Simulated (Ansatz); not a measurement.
Consider the ligand exchange at the Si–N bond: `[SiH3]N[SiH2]O[SiH3]` + `[OH][Sn][F]` → `[F][Sn][O][SiH3]` + `N[SiH2]O[SiH3]`.

Gas-phase electronic energies from Ansatz, PBE0-D4/def2-TZVP geometries. CCSD(T)/CBS adds triple-zeta CCSD(T) − MP2 to the extrapolated MP2 energy (def2 sets, frozen cores). Functionals use def2-TZVPP. Elements past krypton have def2 core potentials. For Sn outer-core shells are correlated without core-valence functions, which leaves a few kJ/mol of doubt a bond. Each species was taken in one conformer, which may not be the lowest.

```
               species  PBE0-D4 energy (Eh)
`[SiH3]N[SiH2]O[SiH3]`          -1003.57418
         `[OH][Sn][F]`           -389.95548
    `[F][Sn][O][SiH3]`           -680.57598
      `N[SiH2]O[SiH3]`           -712.97340
```

Task: Work out ΔE.

Result: ΔE = (-680.57598) + (-712.97340) − (-1003.57418) − (-389.95548) = -0.01972 Eh = -51.8 kJ/mol. CCSD(T)/CBS gives -56.0 kJ/mol.

Largest T1 diagnostic among the species: 0.018.

In def2-TZVPP, CCSD(T) changes the Hartree–Fock value by +17.4 kJ/mol (the triples alone add +2.8 kJ/mol) and MP2 by +16.4 kJ/mol. The D4 term adds +5.9 kJ/mol with B3LYP and +3.6 kJ/mol with PBE0; it sums over pairs of atoms, weighted by their polarisabilities, and B3LYP, whose exchange is more repulsive, gets the larger term.

B3LYP here is the variant with VWN-RPA as its local correlation; programs differ in this.
